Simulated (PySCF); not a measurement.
Identify the compound

Molecular formula: C4H4N2OSi. Simulated spectra:

1H NMR (300 MHz, computed): δ 4.90 (s, 2H), 3.14 (s, 2H).

13C{1H} NMR (computed): δ 250.6 (C), 171.2 (C), 119.0 (C), 59.3 (CH2).

PySCF 2.14.0 with density-fitted response routines calculation with σ from GIAO-PBE0/pcSseg-1 and structure optimised with GFN2-xTB; isolated molecule, one conformer, non-relativistic, averaged over atoms made equivalent by symmetry, fast rotation or ring inversion.

Chemical shifts δ = σref − σ; 1H and 13C against TMS, all at this level.

Question: What is the structure?

Answer: 
- Rings plus π bonds: 5 (1 ring in the answer).
- 4 carbon signals for 4 carbons: no two carbons are equivalent.
- Carbon types of the structure: 3 × C, 1 × CH2, leaving 2 H on heteroatoms.
- δC 250.6: carbonyl carbon.
- δC 171.2: C=N carbon.
- δC 119.0: nitrile carbon; C≡N carbons fall here, among the sp2 signals but without a proton.
- δC 59.3: sp3 CH2 α to a carbonyl; the adjacent C=O deshields it moderately.
- δH 4.90: hydrogen on a silicon bonded to C, N, in a 5-membered ring.
- δH 3.14: hydrogen on an sp3 CH2 α to a carbonyl; α to C=O.

The compound is `C1(C#N)=N[SiH2]C(=O)C1`.

The data come from this structure; uniqueness wasn't tested.

Shifts are as computed. Against solution values, carbons near 30 ppm lie about +3 ppm off and those near 130 ppm about +5 ppm. Of 1211 compounds with measured shifts, 218 miss one by over three times the rms of a fit or turn the order of signals round; such compounds aren't used in these exercises. Multiplicities follow the n + 1 count of equivalent neighbours, as no J values were calculated; m marks all less simple cases, F and P coupling included.
